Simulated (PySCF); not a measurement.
C₂H₆Be, charge +1, multiplicity 2. Atoms are numbered in the order given.

```xyz
9

Be     0.0000     0.0000     0.0000
C      0.0000     0.0000    -1.7681
H      0.9273     0.5220    -2.0146
H     -0.9157     0.5420    -2.0146
H     -0.0116    -1.0641    -2.0146
C      0.0000     0.0000     1.7681
H      0.9273    -0.5220     2.0146
H     -0.9157    -0.5420     2.0146
H     -0.0116     1.0641     2.0146
```
Charge +1, spin multiplicity 2.

Geometry: r2SCAN-D4/def2-TZVP. The spin state was assumed, not searched. The isomer is the one that the SMILES or the coordinates give; other isomers of the formula were not compared.

Method: TDA-PBE/def2-SVPD in PySCF.

Vertical excitations; the highest root listed may be one member of a degenerate set. 

Computed UV-visible absorptions:
| state | energy (eV) | λ (nm) | f | main pairs |
|---|---|---|---|---|
| root 1 | 2.43 | 510 | 0.287 | β HOMO→LUMO 93 % |
| root 2 | 3.22 | 385 | 0.002 | β HOMO−1→LUMO (degenerate set) |
| root 3 | 3.22 | 385 | 0.002 | β HOMO−2→LUMO (degenerate set) |
| root 4 | 3.42 | 362 | 0.000 | β HOMO−3→LUMO (degenerate set) |
| root 5 | 3.42 | 362 | 0.000 | β HOMO−4→LUMO (degenerate set) |
| root 6 | 6.12 | 203 | 0.014 | α HOMO−1→LUMO, β HOMO→LUMO+1 (degenerate set) |
| root 7 | 6.12 | 203 | 0.014 | α HOMO−1→LUMO+1, β HOMO→LUMO+2 (degenerate set) |
| root 8 | 6.83 | 182 | 0.000 | α HOMO→LUMO (degenerate set) |
| root 9 | 6.83 | 182 | 0.000 | α HOMO→LUMO+1 (degenerate set) |
| root 10 | 7.74 | 160 | 0.000 | α HOMO−1→LUMO+2 13 %, β HOMO→LUMO+3 83 % |
Unrestricted roots are not spin-pure.
